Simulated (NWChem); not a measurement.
Everything below was run with NWChem. System: Ag2, charge 0, spin multiplicity 1, at a geometry optimised with B3LYP/def2-SVP with def2 effective core potentials on Ag. The structure started from a generated list of species. Level: RHF/def2-TZVP with def2 effective core potentials on Ag.

NWChem printed:

```
             Northwest Computational Chemistry Package (NWChem) 7.3.0
             --------------------------------------------------------

                                NWChem Input Module
                                -------------------

 Scaling coordinates for geometry "geometry" by  1.889725989
 (inverse scale =  0.529177249)

 Turning off AUTOSYM since
 SYMMETRY directive was detected!

                             Geometry "geometry" -> ""
                             -------------------------

 Output coordinates in angstroms (scale by  1.889725989 to convert to a.u.)

  No.       Tag          Charge          X              Y              Z
 ---- ---------------- ---------- -------------- -------------- --------------
    1 Ag                  47.0000     0.00000000     0.00000000     1.29955000
    2 Ag                  47.0000     0.00000000     0.00000000    -1.29955000

 Effective nuclear repulsion energy (a.u.)     449.7528156055

            Nuclear Dipole moment (a.u.)
            ----------------------------
        X                 Y               Z
 ---------------- ---------------- ----------------
     0.0000000000     0.0000000000     0.0000000000

      Symmetry information
      --------------------

 Group name             D2h
 Group number             26
 Group order               8
 No. of unique centers     1

      Symmetry unique atoms

     1


 Summary of "ao basis" -> "" (spherical)
 ------------------------------------------------------------------------------
       Tag                 Description            Shells   Functions and Types
 ---------------- ------------------------------  ------  ---------------------
 *                         def2-tzvp                  on all atoms

 Summary of "ao basis" -> "ao basis" (spherical)
 ------------------------------------------------------------------------------
       Tag                 Description            Shells   Functions and Types
 ---------------- ------------------------------  ------  ---------------------
 Ag                        def2-tzvp                14       40   6s4p3d1f

                                 NWChem SCF Module
                                 -----------------

  ao basis        = "ao basis"
  functions       =    80
  atoms           =     2
  closed shells   =    19
  open shells     =     0
  charge          =   0.00
  wavefunction    = RHF
  use symmetry    = T
  symmetry adapt  = T

[...]
   19   -0.2294
   20    0.0073
   21    0.0543
   22    0.0543
   23    0.0738
   24    0.1082
   25    0.1082
   26    0.1564
   27    0.2000
   28    0.2449
   29    0.3024

                       ROHF Final Molecular Orbital Analysis
                       -------------------------------------

 Vector   17  Occ=2.000000D+00  E=-4.809470D-01  Symmetry=b2g
              MO Center= -1.6D-18, -4.7D-31, -5.2D-18, r^2= 2.4D+00
   Bfn.  Coefficient  Atom+Function         Bfn.  Coefficient  Atom+Function
  ----- ------------  ---------------      ----- ------------  ---------------
    22      0.469978  1 Ag d  1              62      0.469978  2 Ag d  1
    27      0.270590  1 Ag d  1              67      0.270590  2 Ag d  1

 Vector   18  Occ=2.000000D+00  E=-4.697102D-01  Symmetry=b1u
              MO Center= -7.9D-16,  3.3D-16,  2.6D-13, r^2= 2.5D+00
   Bfn.  Coefficient  Atom+Function         Bfn.  Coefficient  Atom+Function
  ----- ------------  ---------------      ----- ------------  ---------------
    21      0.468713  1 Ag d  0              61     -0.468713  2 Ag d  0
    26      0.269497  1 Ag d  0              66     -0.269497  2 Ag d  0

 Vector   19  Occ=2.000000D+00  E=-2.294083D-01  Symmetry=ag
              MO Center=  2.3D-16,  9.3D-16,  1.3D-14, r^2= 4.3D+00
   Bfn.  Coefficient  Atom+Function         Bfn.  Coefficient  Atom+Function
  ----- ------------  ---------------      ----- ------------  ---------------
     5      0.349681  1 Ag s                 45      0.349681  2 Ag s
     6      0.282882  1 Ag s                 46      0.282882  2 Ag s
     3     -0.241021  1 Ag s                 43     -0.241021  2 Ag s

 Vector   20  Occ=0.000000D+00  E= 7.303257D-03  Symmetry=b1u
              MO Center= -2.7D-16,  4.5D-16, -6.6D-15, r^2= 1.1D+01
   Bfn.  Coefficient  Atom+Function         Bfn.  Coefficient  Atom+Function
  ----- ------------  ---------------      ----- ------------  ---------------
    18      0.445747  1 Ag pz                58      0.445747  2 Ag pz
     6      0.318341  1 Ag s                 46     -0.318341  2 Ag s
     3     -0.160892  1 Ag s                 43      0.160892  2 Ag s

 Vector   21  Occ=0.000000D+00  E= 5.428456D-02  Symmetry=b3u
              MO Center= -5.4D-16,  2.5D-30,  1.1D-17, r^2= 9.6D+00
   Bfn.  Coefficient  Atom+Function         Bfn.  Coefficient  Atom+Function
  ----- ------------  ---------------      ----- ------------  ---------------
    16      0.555940  1 Ag px                56      0.555940  2 Ag px

 Vector   22  Occ=0.000000D+00  E= 5.428456D-02  Symmetry=b2u
              MO Center= -3.2D-30, -3.2D-15, -1.3D-16, r^2= 9.6D+00
   Bfn.  Coefficient  Atom+Function         Bfn.  Coefficient  Atom+Function
  ----- ------------  ---------------      ----- ------------  ---------------
    17      0.555940  1 Ag py                57      0.555940  2 Ag py

 center of mass
 --------------
 x =   0.00000000 y =   0.00000000 z =   0.00000000

 moments of inertia (a.u.)
 ------------------
        1289.472361242184           0.000000000000           0.000000000000
           0.000000000000        1289.472361242184           0.000000000000
           0.000000000000           0.000000000000           0.000000000000

  Mulliken analysis of the total density
  --------------------------------------

    Atom       Charge   Shell Charges
 -----------   ------   -------------------------------------------------------
    1 Ag  19    19.00   0.03 -0.41  1.59  0.77  0.49  0.46  5.19  0.80  0.06  0.03  5.89  3.26  0.84  0.00
    2 Ag  19    19.00   0.03 -0.41  1.59  0.77  0.49  0.46  5.19  0.80  0.06  0.03  5.89  3.26  0.84  0.00

       Multipole analysis of the density wrt the origin
       ------------------------------------------------

     L   x y z        total         open         nuclear
     -   - - -        -----         ----         -------
     0   0 0 0      0.000000      0.000000     38.000000

     1   1 0 0     -0.000000      0.000000      0.000000
     1   0 1 0      0.000000      0.000000      0.000000
     1   0 0 1     -0.000000      0.000000      0.000000

     2   2 0 0    -30.858250      0.000000      0.000000
     2   1 1 0      0.000000      0.000000      0.000000
     2   1 0 1      0.000000      0.000000      0.000000
     2   0 2 0    -30.858250      0.000000      0.000000
     2   0 1 1      0.000000      0.000000      0.000000
     2   0 0 2    -22.715575      0.000000    229.175008

 Task  times  cpu:        0.6s     wall:        0.6s

 Total times  cpu:        0.7s     wall:        0.7s
```

Question: Write an NWChem input that would produce this output.

Answer: This is not unique; one that fits is 
```
start mol
memory heap 200 mb stack 900 mb global 1100 mb
geometry units angstroms nocenter noautoz
  Ag     0.000000     0.000000     1.299550
  Ag     0.000000     0.000000    -1.299550
  symmetry group D2h
end
basis spherical
  * library def2-tzvp
end
ecp
  Ag library def2-ecp
end
scf
  rhf
  nopen 0
  maxiter 100
  thresh 1e-7
  semidirect memsize 60000000 filesize 0
end
task scf energy
```
